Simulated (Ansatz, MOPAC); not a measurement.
Molecule: H$_{2}$Te, charge 0, multiplicity 1. SMILES: [TeH2]
Geometry: optimised at B3LYP-D3(BJ)/def2-TZVP (Ansatz, a program for electronic structure).

Quantity: vertical ionisation energy to the doublet, in eV. Set-up: LANL2DZ with its own core potentials from Na on; PM7 with its own dispersion and hydrogen-bond terms; valence correlation only (noble-gas shells and the d and f shells of earlier blocks); UHF or UKS for open shells; STO-3G and 3-21G all-electron and non-relativistic; no dispersion term unless named; six Cartesian d functions in 6-31G* and its kin unless marked 5d; each state is the SCF solution reached for its charge and spin; spin-orbit terms left out; def2 sets with scalar-relativistic core potentials past Kr. Ab initio and DFT rows: single points at B3LYP-D3(BJ) geometries (Ansatz). Semi-empirical rows: differences of heats of formation at the shared geometry for vertical values.

| level | program | vertical ionisation energy to the doublet (eV) |
|---|---|---|
| AM1 | MOPAC | 7.07 |
| PM6 | MOPAC | 8.44 |
| PM7 | MOPAC | 7.99 |
| MNDO | MOPAC | 9.46 |
| HF/6-31G* with LANL2DZ past Ar | Ansatz | 8.33 |
| PBE/6-31G* with LANL2DZ past Ar | Ansatz | 9.08 |
| B3LYP/STO-3G | Ansatz | 7.60 |
| B3LYP/3-21G | Ansatz | 9.01 |
| MP2/6-31G* with LANL2DZ past Ar | Ansatz | 8.44 |
| PBE/def2-TZVPD | Ansatz | 8.96 |

No value to compare with is used here. The 9 habitual levels span 7.07 (AM1) to 9.46 eV (MNDO); PBE/def2-TZVPD gives 8.96.

The levels are drawn from those run, B3LYP/6-31G* more often than the rest, none by its result; runs whose electronic state is in doubt are left out.
